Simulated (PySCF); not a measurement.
**Dipole response of N²⁺ (nitrogen, charge +2)**

[He] 2s2 2p1, 2P determinant. Computed with PySCF 2.14 in dyall-acv3z (15s9p4d2f, 76 functions), with no relativity, point nucleus. Coupled (time-dependent) response in atomic units; α is the mean over directions.

```tsv
method	mean α (bohr³)	α xx, yy, zz	C₆ (like pair)	S(−4)
UHF	2.714	2.824, 2.492, 2.824	3.841	9.205
PBE	2.587	2.700, 2.362, 2.700	3.670	6.893
PBE0	2.601	2.716, 2.370, 2.716	3.688	7.087
TPSS	2.620	2.732, 2.395, 2.732	3.783	7.109
BP86	2.589	2.702, 2.362, 2.702	3.678	6.869
```

S(−4) is the Cauchy moment in α(ω) = α(0) + S(−4) ω² + …

α(iu) at PBE:

| u (hartree) | α(iu) (bohr³) |
| --- | --- |
| 0 | 2.587 |
| 0.0500 | 2.570 |
| 0.100 | 2.521 |
| 0.200 | 2.348 |
| 0.300 | 2.121 |
| 0.500 | 1.663 |
| 0.750 | 1.228 |
| 1.00 | 0.9351 |
| 1.50 | 0.5921 |
| 2.00 | 0.4077 |
| 3.00 | 0.2265 |
| 5.00 | 0.1001 |

A single London oscillator, α(iu) = α/(1 + u²/ω²), gives C₆ = (3/4) ω α². Matching the computed C₆ needs ω = 4 × 3.670 / (3 × 2.587²) = 0.731 hartree.

For an ion, C₆ is the dispersion term alone; charge-induced terms of lower order in 1/R come first.

The components differ because the open shell of this determinant is not spherical; for a pure term their mean is the scalar polarisability.
